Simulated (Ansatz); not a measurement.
Reactions of `N[CH2][GeH2][SiH3]`.

Computed with Ansatz on PBE0-D4/def2-TZVP structures; ΔE is electronic, products minus reactants. CBS: MP2 limit from def2 TZ/QZ plus the TZ coupled-cluster correction, frozen cores. This one scheme is used for every species. Functionals use def2-TZVPP. For As, Ge outer-core shells are correlated without core-valence functions, which leaves a few kJ/mol of doubt a bond. Scalar relativity is left out up to krypton. One conformer a species, not always the lowest.

```tsv
reaction	ωB97M-V (kJ/mol)	CCSD/CBS(def2) (kJ/mol)	MP2/CBS(def2) (kJ/mol)	CCSD(T)/CBS(def2) (kJ/mol)
`N[CH2][GeH2][SiH3]` + `BOCO` → `OCOB[SiH3]` + `N[CH2][GeH3]`	43	44	48	43
`N[CH2][GeH2][SiH3]` + CH₃OH → `O[CH2][GeH2][SiH3]` + CH₃NH₂	7	7	9	7
`N[CH2][GeH2][SiH3]` + `O[AsH2]` → `[SiH3]O[AsH2]` + `N[CH2][GeH3]`	-73	-76	-77	-73
`N[CH2][GeH2][SiH3]` + `O=CBCl` → `O=[CH][GeH2][SiH3]` + `NCBCl`	-20	-16	-15	-16
`N[CH2][GeH2][SiH3]` + `C[SiH2]O` → `C[SiH2]O[SiH3]` + `N[CH2][GeH3]`	-87	-91	-90	-87
```

Largest T1 diagnostic: 0.016, for `O=CBCl`.
